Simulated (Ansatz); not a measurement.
Breaking the Si1–F2 bond in F2Si (SMILES F[Si]F) (multiplicity 1 held, fragments rigid). Energies count from the point at 1.609 Å.
Geometry at that point (charge 0, multiplicity 1):
```xyz
3

Si     0.013     0.002     0.577
F      1.012    -0.703    -0.469
F     -1.032     0.700    -0.428
```

Restricted levels (R-, RO-) in cc, def2 and unpolarised 6-31G sets keep to the state of the molecule at rest. U- levels take the lowest unrestricted solution at each point, which mixes spins at long bonds. Active spaces are followed from a long bond inwards. Curves can end on different states.

Cores are frozen in the correlated methods.

Run with Ansatz (a quantum-chemistry and plane-wave program). 

Energies in kJ/mol.

```
R (Å)  U-SCS-MP2/cc-pV(D+d)Z  R-CCSD(T)/cc-pV(D+d)Z  U-CCSD(T)/cc-pV(D+d)Z  FIC-MRCISD on CASSCF(6,4)/cc-pV(D+d)Z  FIC-MRCISD+Q on CASSCF(6,4)/cc-pV(D+d)Z
-----  ---------------------  ---------------------  ---------------------  -------------------------------------  ---------------------------------------
1.287                    349                    348                    348                                    339                                      345
1.448                     71                     71                     71                                     67                                       70
1.609                      0                      0                      0                                      0                                        0
1.770                     19                     19                     19                                     22                                       21
1.931                     78                     77                     77                                     82                                       80
2.172                    188                    186                    186                                    192                                      190
2.414                    295                    290                    290                                    296                                      295
2.816                    530                    426                    439                                    432                                      433
3.218                    574                    502                    532                                    513                                      518
3.701                    587                    438                    567                                    549                                      557
4.344                    592                   -178                    575                                    561                                      569
5.149                    593                  -1180                    576                                    563                                      571
```

Doubts at one or more of the structures used: a spin-contaminated determinant (U-SCS-MP2/cc-pV(D+d)Z, U-CCSD(T)/cc-pV(D+d)Z); a restricted determinant that unrestricted orbitals would lower (R-CCSD(T)/cc-pV(D+d)Z); T1 above 0.05 (R-CCSD(T)/cc-pV(D+d)Z, U-CCSD(T)/cc-pV(D+d)Z); other coupled-cluster roots lie near (R-CCSD(T)/cc-pV(D+d)Z); active orbitals that take no part (FIC-MRCISD on CASSCF(6,4)/cc-pV(D+d)Z, FIC-MRCISD+Q on CASSCF(6,4)/cc-pV(D+d)Z).
